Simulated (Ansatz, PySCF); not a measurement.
dimethyl telluride (C₂H₆Te), SMILES C[Te]C.

Geometry: B3LYP-D3(BJ)/def2-SVP. The def2 effective core potentials stand for the cores of Te; spin–orbit coupling is left out.

Vertical ionisation energy (IE) and electron affinity (EA) in eV. Rows of orbital energies are one-electron estimates. Where ΔSCF, EOM or ADC give a negative EA the extra electron is unbound and the value depends on the basis.

```
level                                                                  IE     EA
-------------------------------------------------------------------  ----  -----
−ε(HOMO), −ε(LUMO), PBE0/def2-TZVPD (PySCF)                           ___    ___
−ε(HOMO), −ε(LUMO), PBE/def2-TZVPD (PySCF)                           4.68   1.45
ΔSCF, PBE0/def2-SVPD (Ansatz), final states of multiplicity 2 and 2  7.79  -0.65
ΔSCF, PBE/def2-SVPD (Ansatz), final states of multiplicity 2 and 2   7.74  -0.54
```

**Question.** Complete the blanks. (Estimate from the structure and the level; the computed values follow.)

**Answer.** 
- −ε(HOMO), −ε(LUMO), PBE0/def2-TZVPD (PySCF), IE: 5.71
- −ε(HOMO), −ε(LUMO), PBE0/def2-TZVPD (PySCF), EA: 0.69

**Question.** What vertical singlet–triplet gap does ΔSCF give with PBE0/def2-SVPD (Ansatz, an electronic-structure program) and with PBE/def2-SVPD (Ansatz)? (An estimate is asked for; the answer gives what the named calculation found.)

**Answer.** 3.22 and 3.13 eV (triplet above singlet where positive).
